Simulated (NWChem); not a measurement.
# BAsH₄O₂; SMILES B(O)(O)[AsH2]

```xyz
8

B     -0.0077     1.0255     0.0053
As    -0.0105    -1.0334    -0.0483
H     -0.9160    -1.1629     1.1665
H      1.2635    -1.1834     0.7800
O     -1.2140     1.6373    -0.0206
H     -1.1234     2.5987    -0.0470
O      1.1173     1.7919    -0.0238
H      1.9350     1.2895     0.0222
```
Atoms are numbered in this order, from 1.

All runs: NWChem. All runs use the structure optimised with PBE0/def2-SVP. B3LYP is NWChem's, with the RPA form of VWN correlation. Vertical excitations in the gas phase; the lowest state need not have the same character in each row.

| level | lowest excitation, singlet (eV) | oscillator strength of that lowest state | lowest state with f > 0.02, singlet (eV) | oscillator strength of that bright state | orbital gap (eV) |
|---|---|---|---|---|---|
| PBE/def2-SVP, full TDDFT | 5.99 | 0.016 | 6.42 | 0.026 | 5.63 |
| B3LYP/def2-SVP, full TDDFT | [?] | [?] | [?] | [?] | [?] |
| LDA (Slater exchange, VWN5)/def2-SVP, full TDDFT | 5.93 | 0.015 | 6.42 | 0.030 | 5.57 |
| LRC-wPBEh/def2-SVP, full TDDFT | 6.62 | 0.031 | 6.62 | 0.031 | 11.24 |

**Question.** Complete the blanks.

**Answer.** 
- B3LYP/def2-SVP, full TDDFT, lowest excitation, singlet (eV): 6.31
- B3LYP/def2-SVP, full TDDFT, oscillator strength of that lowest state: 0.021
- B3LYP/def2-SVP, full TDDFT, lowest state with f > 0.02, singlet (eV): 6.31
- B3LYP/def2-SVP, full TDDFT, oscillator strength of that bright state: 0.021
- B3LYP/def2-SVP, full TDDFT, orbital gap (eV): 7.23
